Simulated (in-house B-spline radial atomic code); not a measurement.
## RPA and G0W0 on LDA VWN5: In II (In+)

Configuration [Kr] 4d10 5s2, mean-field start LDA VWN5. Computed with an all-electron radial atomic-structure program (B-spline basis): all electrons, scalar-relativistic (spin-free one-electron X2C), finite nucleus, each spin shell either full or empty, empty states to l = 9 with an (l + 1/2)⁻⁴ tail; G0W0 by contour deformation at full frequency.

Command:
```bash
python run_gw.py task.json out
```
Settings (radii: box in bohr, nucleus in fm):
```
Z                        49
electrons                48
configuration            [Kr] 4d10 5s2
hamiltonian              x2c
method                   lda,vwn
lmax                     9
rms_radius               4.6156
spin_polarised           False
box_radius               23.78
intervals                70
ion_configuration        [Kr] 4d10 5s1
```

Cost of the run: 8.2 s on 1 thread of Arm Neoverse V2, with other jobs on the host.

Energies (hartree):

| term | value |
| --- | --- |
| mean-field total | -5874.98481 |
| Hartree-Fock functional on these orbitals | -5878.07114 |
| direct second order | -4.434 |
| second-order exchange | 1.2208 |
| SOSEX correction | 1.1143 |

(1) What is the RPA correlation energy, and what remains with SOSEX?

Quasi-particle levels (eV):

```json
{"level": "5s", "occupied": "yes", "mean field": "-15.292", "Σx - vxc": "-2.04", "Σc": "?", "QP weight": "?", "G0W0": "?"}
{"level": "5p", "occupied": "no", "mean field": "-8.694", "Σx - vxc": "4.29", "Σc": "-1.34", "QP weight": "0.929", "G0W0": "-5.741"}
```

G0W0 = mean field + (Σx - vxc) + Σc, with Σc (partial-wave tail included) taken at the quasi-particle energy. Only the outer levels were computed. Levels of low weight are left out.

(2) Where does G0W0 put 5s?

(3) What does it cost to remove one electron (to [Kr] 4d10 5s1) by differences of total energies, each species on its own start (correlation terms add to the Hartree-Fock functional)?

Answers

(1) RPA gives -3.8032 hartree (-2.16 eV per electron); RPA + SOSEX gives -2.6889, and the second-order doubles -3.2132 hartree (no singles). RPA lacks exchange-type terms and so overcorrelates at short range.

(2) At -19.236 eV, with Σc = -1.91 eV and a quasi-particle weight of 0.919. The tabulated removal energy is 18.870 eV (NIST, measured); the calculation leaves out spin-orbit coupling, Breit and QED terms, and what these don't explain is the method's own error.

(3) LDA VWN5 19.401 eV, Hartree-Fock functional 16.921 eV, + RPA 19.284 eV, + RPA + SOSEX 18.727 eV, + second order 20.418 eV. Tabulated: 18.870 eV (NIST, measured); the calculation leaves out spin-orbit coupling, Breit and QED terms, and what these don't explain is the method's own error.
